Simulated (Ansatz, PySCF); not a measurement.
Species: CH$_{3}$Si, charge 0, multiplicity 2. It need not be the lowest isomer of its formula. 
Coordinates optimised at B3LYP-D3(BJ)/def2-TZVP (Ansatz, a first-principles code):
SMILES: C=[SiH]
```xyz
5

C     -1.0946    -0.0911    -0.0174
Si     0.6114    -0.0386     0.0085
H     -1.6691     0.8306    -0.0133
H     -1.6688    -1.0070    -0.0383
H      1.3450     1.2633     0.0370
```
Charge 0, spin multiplicity 2.

Quantity: atomisation energy (electronic, to ground-state atoms), in kcal/mol. Correlated levels leave the core frozen unless marked. Open shells are spin-unrestricted. Spin-orbit coupling is left out. No relativistic terms. The coupled-cluster limit lacks core correlation, which all-electron functionals hold. Basis-set limits of correlation are two-point, X^-3; Hartree-Fock from the larger set.

```json
[
 {"level": "HF/6-31G*", "program": "Ansatz", "atomisation energy (kcal/mol)": "265.3"},
 {"level": "HF-D4/def2-TZVPD", "program": "PySCF + dftd4", "atomisation energy (kcal/mol)": "276.2"},
 {"level": "PBE0/def2-SVP", "program": "Ansatz", "atomisation energy (kcal/mol)": "364.1"}
]
```

Problem. Estimate the value at CCSD(T)/CBS(cc-pV(T+d)Z,cc-pV(Q+d)Z) as computed with Ansatz.

Solution. 365.1 kcal/mol, so PBE0/def2-SVP differs from it by -1.0 kcal/mol.
